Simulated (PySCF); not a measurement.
1,1,1,2,2,3,3,4-octafluorobutane, C4H2F8.
Atom-mapped SMILES: `[F:1][CH2:2][C:3]([F:4])([F:5])[C:6]([F:7])([F:8])[C:9]([F:10])([F:11])[F:12]` (hydrogens: H13, H14 on C2)

Computed by this run: PBE0-D3(BJ)/def2-SVP geometry optimisation, gas phase in PySCF 2.14.0; density fitting, grid level 1; the optimiser is geomeTRIC in internal coordinates, started from a GFN2-xTB structure with every atom displaced at random (about 0.01 Å).

At the end of the run (lengths in Å): F1–C2 1.357, C3–C6 1.542, C3–F4 1.342, C9–F12 1.323, C6–C9 1.546, C6–F7 1.341, C2–H13 1.101, C2–C3–F4 110.0°, C2–C3–C6 111.4°, F1–C2–C3 108.9°, F4–C3–F5 108.2°, F1–C2–C3–F4 -53°, C2–C3–C6–F7 67°, C3–C6–C9–F10 67°, H13–C2–C3–F4 67°.

Task: These geometries were met on the way; a selection of coordinates is given. Order them by energy above the end point, lowest first.
A. F1–C2 1.322, C3–C6 1.565, C3–F4 1.357, C9–F12 1.338, C6–C9 1.560, C6–F7 1.351, C2–H13 1.092, C2–C3–F4 113.7°, C2–C3–C6 110.6°, F1–C2–C3 109.2°, F4–C3–F5 105.9°, F1–C2–C3–F4 -60°, C2–C3–C6–F7 58°, C3–C6–C9–F10 60°, H13–C2–C3–F4 57°
B. F1–C2 1.369, C3–C6 1.541, C3–F4 1.334, C9–F12 1.320, C6–C9 1.547, C6–F7 1.339, C2–H13 1.102, C2–C3–F4 106.8°, C2–C3–C6 114.1°, F1–C2–C3 106.5°, F4–C3–F5 108.6°, F1–C2–C3–F4 -61°, C2–C3–C6–F7 63°, C3–C6–C9–F10 66°, H13–C2–C3–F4 58°
C. F1–C2 1.361, C3–C6 1.537, C3–F4 1.344, C9–F12 1.322, C6–C9 1.548, C6–F7 1.341, C2–H13 1.101, C2–C3–F4 110.1°, C2–C3–C6 111.6°, F1–C2–C3 107.8°, F4–C3–F5 108.6°, F1–C2–C3–F4 -62°, C2–C3–C6–F7 64°, C3–C6–C9–F10 66°, H13–C2–C3–F4 57°

Result: C (0.009 eV), B (0.042 eV), A (0.143 eV).

```csv
step,E above end (eV),"rms distance from the end, all atoms (Å)",largest force (eV/Å),rms shift of all bonds from the end (Å)
2,0.009,0.088,0.349,0.003
1,0.042,0.103,0.685,0.005
0,0.143,0.147,2.056,0.014
```

Rows stand in the order of the answer.
